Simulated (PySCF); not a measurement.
C$_{3}$H$_{7}$O (SMILES CC(C)[O-]), charge -1, singlet, at a GFN2-xTB geometry (in this run its highest filled SCF level lies above zero, so its values depend strongly on the basis, on diffuse functions most of all); R2SCAN/3-21G (PySCF).

The PySCF input:
```python
from pyscf import gto, scf, dft

mol = gto.Mole()
mol.atom = '''
    O     0.088997    1.430884   -0.081187
    C     0.013438    0.200251    0.328992
    H     0.010017    0.091697    1.487979
    C    -1.296849   -0.566139   -0.115409
    C     1.215780   -0.722829   -0.122668
    H    -1.330104   -0.626892   -1.202977
    H     1.234970   -0.786853   -1.210386
    H    -2.169563   -0.008754    0.222425
    H     2.152911   -0.278309    0.209939
    H    -1.336527   -1.575855    0.302077
    H     1.132107   -1.729802    0.294946
'''
mol.basis = '3-21g'
mol.charge = -1
mol.spin = 0
mol.verbose = 5
mol.build()

mf = dft.RKS(mol)
mf.xc = 'r2scan'
mf.grids.becke_scheme = dft.gen_grid.stratmann
mf.kernel()
mf.analyze()
```

It wrote (shortened):

```
PySCF version 2.14.0

[INPUT] verbose = 5
[INPUT] max_memory = 4000
[INPUT] num. atoms = 11
[INPUT] num. electrons = 34
[INPUT] charge = -1
[INPUT] spin (= nelec alpha-beta = 2S) = 0
[INPUT] symmetry False subgroup None
[INPUT] Mole.unit = angstrom
[INPUT] Symbol           X                Y                Z      unit          X                Y                Z       unit  Magmom
[...]
[INPUT] ---------------- BASIS SET ----------------
[INPUT] l, kappa, [nprim/nctr], expnt,             c_1 c_2 ...
[INPUT] H
[...]
                                0.824547          0.904691
[...]
[INPUT] C
[...]
                                25.9109           0.358794
                                5.53335           0.700713
[...]
                                0.770545          1.21584
[...]
                                0.770545          0.860619
[...]
[INPUT] O
[...]
                                48.4308           0.3515
                                10.4206           0.707658
[...]
                                1.5762            1.22156
[...]
                                1.5762            0.853955
[...]
nuclear repulsion = 125.540165071696
number of shells = 34
number of NR pGTOs = 81
number of NR cGTOs = 50
basis = 3-21g
ecp = {}

******** <class 'pyscf.dft.rks.RKS'> ********
method = RKS
initial guess = minao
damping factor = 0
level_shift factor = 0
DIIS = <class 'pyscf.scf.diis.CDIIS'>
diis_start_cycle = 1
diis_space = 8
diis_damp = 0
SCF conv_tol = 1e-09
SCF conv_tol_grad = None
SCF max_cycles = 50
direct_scf = True
direct_scf_tol = 1e-13
XC library pyscf.dft.libxc version 7.1.2
    S. Lehtola, C. Steigemann, M. J. T. Oliveira, and M. A. L. Marques,  SoftwareX 7, 1–5 (2018)
XC functionals = r2scan
    J. W. Furness, A. D. Kaplan, J. Ning, J. P. Perdew, and J. Sun,  J. Phys. Chem. Lett. 11, 8208–8215 (2020)
    J. W. Furness, A. D. Kaplan, J. Ning, J. P. Perdew, and J. Sun,  J. Phys. Chem. Lett. 11, 9248–9248 (2020)
    J. W. Furness, A. D. Kaplan, J. Ning, J. P. Perdew, and J. Sun,  J. Phys. Chem. Lett. 11, 8208–8215 (2020)
    J. W. Furness, A. D. Kaplan, J. Ning, J. P. Perdew, and J. Sun,  J. Phys. Chem. Lett. 11, 9248–9248 (2020)
radial grids:
    Treutler-Ahlrichs [JCP 102, 346 (1995); DOI:10.1063/1.469408] (M4) radial grids

becke partition: Stratmann, Scuseria, Frisch. CPL, 257, 213 (1996); DOI:10.1016/0009-2614(96)00600-8
pruning grids: <function nwchem_prune>
grids dens level: 3
symmetrized grids: False
atomic radii adjust function: <function treutler_atomic_radii_adjust>
small_rho_cutoff = 0
Set gradient conv threshold to 3.16228e-05
Initial guess from minao.
atom O rad-grids = 75, ang-grids = [ 50  50  50  50  50  50  50  50  50  50  50  50  50  50  50  50  50  50
  50  50  50  50  50  86  86  86  86  86  86  86  86  86 266 266 266 266
 266 266 266 302 302 302 302 302 302 302 302 302 302 302 302 302 302 302
 302 302 302 302 302 266 266 266 266 266 266 266 266 266 266 266 266 266
 266 266 266]
atom C rad-grids = 75, ang-grids = [ 50  50  50  50  50  50  50  50  50  50  50  50  50  50  50  50  50  50
  50  50  50  50  86  86  86  86  86  86  86  86  86  86 266 266 266 266
 266 266 302 302 302 302 302 302 302 302 302 302 302 302 302 302 302 302
 302 302 302 302 266 266 266 266 266 266 266 266 266 266 266 266 266 266
 266 266 266]
atom H rad-grids = 50, ang-grids = [ 50  50  50  50  50  50  50  50  50  50  50  50  50  50  50  86  86  86
  86 266 266 266 266 266 302 302 302 302 302 302 302 302 302 302 302 302
 302 266 266 266 266 266 266 266 266 266 266 266 266 266]
tot_boxes 2912, boxes in each direction [14 12 11]
Padding 4 grids
tot grids = 125096
nelec by numeric integration = 32.93190275189376
E1 = -506.15961858707476  E2 = 188.12685661562892  Ecoul = 215.0753631484349  Exc = -26.94850653280595
init E= -192.492596899749
cond(S) = 322.11972423329354
[...]
  mo_energy =
[-19.04871352 -10.06611445 -10.06567272 -10.05684828  -1.08714604
  -0.80714839  -0.7431284   -0.61713632  -0.5252003   -0.50134372
[...]
converged SCF energy = -192.523097776717
Total Energy =                        -192.523097776716526
[...]
10 H 2s          0.36646  -0.31357  -0.21494  -0.04720  -0.03175
               #46       #47       #48       #49       #50
0 O 1s          -0.00000   0.00009   0.00000   0.00120   0.01228
0 O 2s          -0.00000   0.00205  -0.00000   0.00175  -0.06439
0 O 3s          -0.00010   0.02291   0.00000   0.15867   0.93443
0 O 2px         -0.02759  -0.00093  -0.00436  -0.00141   0.00161
0 O 2py          0.00173  -0.01399   0.00027  -0.02285   0.02613
0 O 2pz          0.00008  -0.01741   0.00001   0.00434  -0.00744
0 O 3px          0.96592   0.01863  -0.07811  -0.00873  -0.01485
0 O 3py         -0.06055   0.25634   0.00488  -0.14076  -0.24204
0 O 3pz         -0.00281   0.86977   0.00023   0.01755   0.08360
1 C 1s          -0.00000   0.00341  -0.00000   0.01286  -0.00222
1 C 2s           0.00001  -0.01958   0.00000  -0.06859   0.05187
1 C 3s          -0.00006   0.18922  -0.00001   0.78532  -0.20035
1 C 2px          0.04113   0.00066   0.05857   0.00319   0.00472
1 C 2py         -0.00255   0.01021  -0.00365   0.05037   0.07721
1 C 2pz         -0.00013   0.00795  -0.00017   0.01630  -0.03136
1 C 3px         -0.16393  -0.00791  -0.00616  -0.00965  -0.00011
1 C 3py          0.01030  -0.11777   0.00039  -0.15551  -0.00329
1 C 3pz          0.00047  -0.18920   0.00001   0.01604   0.03363
2 H 1s          -0.00000   0.02211  -0.00000   0.01984   0.00386
2 H 2s          -0.00001  -0.11216  -0.00001   0.11996  -0.04270
3 C 1s          -0.00049   0.00307  -0.01094  -0.00502   0.00004
3 C 2s           0.01162  -0.01672   0.07019   0.03979  -0.00018
3 C 3s          -0.05093   0.18027  -0.67858  -0.36094   0.02906
3 C 2px          0.00385   0.01216   0.01346   0.03791  -0.00205
3 C 2py         -0.00362   0.00575   0.00356   0.02376  -0.00167
3 C 2pz          0.00446   0.00834   0.00313   0.01385  -0.00098
3 C 3px          0.00322   0.00161  -0.14441   0.01846  -0.01290
3 C 3py          0.09931   0.06219   0.02553  -0.04089  -0.01214
3 C 3pz         -0.06439   0.02631   0.02281  -0.03221  -0.00585
4 C 1s           0.00049   0.00307   0.01094  -0.00502   0.00004
4 C 2s          -0.01161  -0.01672  -0.07019   0.03979  -0.00018
4 C 3s           0.05085   0.18027   0.67861  -0.36091   0.02905
4 C 2px          0.00425  -0.01130   0.01289  -0.03459   0.00182
4 C 2py          0.00311   0.00722  -0.00521   0.02828  -0.00192
4 C 2pz         -0.00449   0.00841  -0.00321   0.01406  -0.00099
4 C 3px         -0.00877   0.00628  -0.14659  -0.02359   0.01126
4 C 3py         -0.09902   0.06187  -0.00738  -0.03827  -0.01365
4 C 3pz          0.06442   0.02631  -0.02197  -0.03209  -0.00592
5 H 1s           0.00044   0.02044  -0.03720  -0.00718  -0.00270
5 H 2s           0.00142  -0.01730  -0.03577  -0.04958   0.01445
6 H 1s          -0.00044   0.02044   0.03720  -0.00718  -0.00270
6 H 2s          -0.00142  -0.01730   0.03577  -0.04957   0.01445
7 H 1s           0.00252   0.01267  -0.02922  -0.01288  -0.00228
7 H 2s           0.00375   0.00365  -0.03397  -0.04523   0.01020
8 H 1s          -0.00253   0.01267   0.02923  -0.01288  -0.00228
8 H 2s          -0.00374   0.00365   0.03397  -0.04523   0.01020
9 H 1s          -0.01097   0.01149  -0.03794  -0.00476   0.00362
9 H 2s           0.00174  -0.00216  -0.03619  -0.05754  -0.00843
10 H 1s          0.01096   0.01149   0.03794  -0.00476   0.00362
10 H 2s         -0.00172  -0.00216   0.03619  -0.05754  -0.00843
 ** Mulliken pop on meta-lowdin orthogonal AOs  **
 ** Mulliken pop  **
 ** Mulliken atomic charges  **
charge of    0O =     -0.72561
charge of    1C =      0.16873
charge of    2H =     -0.07825
charge of    3C =     -0.34676
charge of    4C =     -0.34676
charge of    5H =      0.05807
charge of    6H =      0.05807
charge of    7H =      0.06438
charge of    8H =      0.06438
charge of    9H =      0.04188
charge of   10H =      0.04188

WARN: System has nonzero charge -1; the dipole moment is origin-dependent.
Location of origin: [0. 0. 0.]

Dipole moment(X, Y, Z, Debye): -0.18992, -3.02652, -0.40775
```
